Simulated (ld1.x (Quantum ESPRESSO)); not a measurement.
## What the settings do to the TM potential of Cu

Base potential:

```json
{
 "Element": "copper",
 "Generator": "ld1.x (Quantum ESPRESSO) 7.5",
 "Type": "norm-conserving Troullier–Martins (Kleinman–Bylander form)",
 "Functional": "PBEsol",
 "Relativity": "scalar-relativistic",
 "Frozen core": "[Ar]",
 "Valence charge": "11",
 "Reference configuration": "3d9 4s2 4p0",
 "Partial waves": "4p (bound, empty): rc 3.45 bohr; 3d (bound): rc 1.45 bohr; 4f channel at 0.05 Ry: rc 3.00 bohr; 4s (bound): rc 2.00 bohr",
 "Local potential": "the s channel",
 "Core correction": "Bessel-smoothed model core inside 0.85 bohr"
}
```

All-electron outer shells of the reference configuration (PBEsol, scalar-relativistic, ld1.x):

```csv
shell,level (eV),outermost node (bohr),outermost maximum (bohr)
3s,-119.70,0.29,0.61
3p,-77.17,0.26,0.62
3d,-9.55,–,0.60
4s,-5.83,0.88,2.16
4p,-1.13,0.96,3.10
```

Cutoffs, loose and tight: the cutoffs (Ry, on a coarse ladder) from which the occupation-weighted sum of valence levels, in a spherical-Bessel basis at the reference potential, stays within 10 and 1 mRy of its value at 400 Ry. They do not see the model core or the augmentation charge, which bear on the density cutoff. Test errors are all-electron minus pseudo excitation energies from the reference, over the configurations 3d10 4s1 4p0; 3d10 4s0 4p0; 3d9 4s0 4p0; 3d10 4s0 4p1; 3d10 4s0.5 4p0; 3d9 4s1 4p1; 3d7 4s0 4p0. A dash means not determined; rows that change the core or the reference have their own tests.

| change | outcome | cutoff, loose | cutoff, tight | bound ghosts | largest test error (meV) |
| --- | --- | --- | --- | --- | --- |
| base | generated | 140 Ry | 230 Ry | none | -1878 |
| wave 3d (bound): rc 1.45 bohr becomes 3d (bound): rc 0.98 bohr | generated | 230 Ry | over 300 Ry | none | -2342 |
| wave 3d (bound): rc 1.45 bohr becomes 3d (bound): rc 1.10 bohr | generated | 200 Ry | over 300 Ry | none | -2264 |
| wave 3d (bound): rc 1.45 bohr becomes 3d (bound): rc 1.22 bohr | generated | 160 Ry | 300 Ry | none | -2166 |
| wave 3d (bound): rc 1.45 bohr becomes 3d (bound): rc 1.36 bohr | generated | 140 Ry | 260 Ry | none | -2025 |
| wave 3d (bound): rc 1.45 bohr becomes 3d (bound): rc 1.56 bohr | generated | 120 Ry | 200 Ry | none | -1758 |
| wave 3d (bound): rc 1.45 bohr becomes 3d (bound): rc 1.70 bohr | generated | 100 Ry | 180 Ry | none | -1445 |
| wave 3d (bound): rc 1.45 bohr becomes 3d (bound): rc 1.84 bohr | generated | 90 Ry | 160 Ry | none | -1135 |
| wave 3d (bound): rc 1.45 bohr becomes 3d (bound): rc 2.04 bohr | generated | 80 Ry | 140 Ry | none | -600 |
| wave 3d (bound): rc 1.45 bohr becomes 3d (bound): rc 2.16 bohr | generated | 70 Ry | 120 Ry | none | -271 |

Reading the sweep of the d radius (base included, trends over the rows without a ghost): The loose cutoff falls from 230 Ry at 0.98 to 70 Ry at 2.16 bohr. A larger radius leaves more room for a smooth pseudo-wave, so fewer plane waves are needed; a smaller one forces it to follow the all-electron wave where it bends sharply. The median size of the test errors (rows with all tests solved) falls from 362.6 meV at 0.98 to 49.9 meV at 2.16 bohr. This runs against the usual rule that a larger radius transfers worse; these runs do not show why.
